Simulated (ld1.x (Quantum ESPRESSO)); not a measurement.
## Building the ultrasoft potential for Te (LDA (PZ), fully relativistic).

```
Element                 : tellurium
Generator               : ld1.x (Quantum ESPRESSO) 7.5
Type                    : ultrasoft
Functional              : LDA (PZ)
Relativity              : fully relativistic
Frozen core             : [Kr]
Valence charge          : 16
Reference configuration : 4d10 5s2 5p4
Partial waves           : 5s (bound): rcut 1.40, rcutus 1.80 bohr; 5s channel at 1.1 Ry: rcut 1.40, rcutus 1.80 bohr; 5p (bound): rcut 1.80, rcutus 2.05 bohr; 5p channel at 0.7 Ry: rcut 1.80, rcutus 2.05 bohr; 4d (bound): rcut 1.60, rcutus 1.70 bohr; 4d channel at -0.7 Ry: rcut 1.60, rcutus 1.70 bohr
Local potential         : all-electron potential smoothed inside 1.40 bohr (lloc = -2)
Core correction         : Bessel-smoothed model core inside 1.25 bohr
Augmentation charge     : built from norm-conserving waves at rcut, not smoothed further
```

Open shells are filled in proportion to 2j + 1 (rel_dist='average').

All-electron outer shells of the reference configuration (LDA (PZ), scalar-relativistic, ld1.x):

```tsv
shell	level (eV)	outermost node (bohr)	outermost maximum (bohr)
4s	-163.99	0.38	0.70
4p	-114.19	0.38	0.74
4d	-41.70	0.36	0.81
5s	-15.36	0.91	1.77
5p	-6.12	1.00	2.17
```

Q: Is the overlap operator S = 1 + Σ q|β⟩⟨β| positive definite (Bessel basis up to 400 Ry)?

A: Yes: its lowest eigenvalue is 0.19 (d3/2 channel).

Q: Tests: 4d10 5s2 5p3; 4d10 5s2 5p2; 4d10 5s2 5p1; 4d9 5s2 5p4; 4d9 5s2 5p5; 4d10 5s2 5p4.3; 4d10 5s1 5p4. Which has the largest error in its energy relative to the reference configuration, and how large is it?

A: 4d9 5s2 5p5, with -500 meV (all-electron minus pseudo) on +38.09 eV.

A Bessel basis up to 400 Ry misses an occupied level by 0.96 Ry, so cutoffs and ghosts were not judged.
